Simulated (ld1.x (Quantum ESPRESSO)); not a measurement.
## Reading a pseudo-wave (Ge (Z = 32))

Columns: radius, all-electron u(r) and pseudo u(r) of the 4p shell (level -19.81 eV) of germanium in the configuration [Ar] 3d10 4s2 4p0; PBE, scalar-relativistic, TM semilocal scheme, ld1.x (Quantum ESPRESSO) 7.5.

| r (bohr) | all-electron | pseudo |
| --- | --- | --- |
| 0.110 | 0.1894 | 0.0044 |
| 0.220 | 0.0108 | 0.0176 |
| 0.330 | -0.2156 | 0.0395 |
| 0.440 | -0.3121 | 0.0700 |
| 0.550 | -0.2867 | 0.1087 |
| 0.660 | -0.1881 | 0.1553 |
| 0.770 | -0.0565 | 0.2090 |
| 0.880 | 0.0826 | 0.2690 |
| 0.990 | 0.2151 | 0.3336 |
| 1.100 | 0.3341 | 0.4009 |
| 1.210 | 0.4363 | 0.4681 |
| 1.320 | 0.5211 | 0.5321 |
| 1.430 | 0.5889 | 0.5898 |
| 1.540 | 0.6409 | 0.6385 |
| 1.650 | 0.6785 | 0.6762 |
| 1.760 | 0.7033 | 0.7020 |
| 1.870 | 0.7168 | 0.7164 |
| 1.980 | 0.7206 | 0.7206 |
| 2.090 | 0.7161 | 0.7161 |
| 2.200 | 0.7048 | 0.7048 |
| 2.310 | 0.6879 | 0.6879 |
| 2.420 | 0.6666 | 0.6666 |
| 2.530 | 0.6420 | 0.6420 |
| 2.640 | 0.6150 | 0.6150 |
| 2.750 | 0.5863 | 0.5863 |
| 2.860 | 0.5566 | 0.5566 |

(1) How many radial nodes do the two functions have?

(2) At about which radius was the pseudo-wave matched?

(3) Is the pseudo-wave norm-conserving?

## Answers

(1) The all-electron 4p function has n − l − 1 = 2; the pseudo-wave has 0, since the states of the same l below it are removed with the core.

(2) 2.20 bohr. The columns agree to 0.0005 from 1.87 bohr on; several derivatives are matched, so the curves merge somewhat inside the radius.

(3) Yes: the TM semilocal scheme keeps the norm inside the radius equal to the all-electron one, which fixes the energy derivative of the logarithmic derivative at the level.
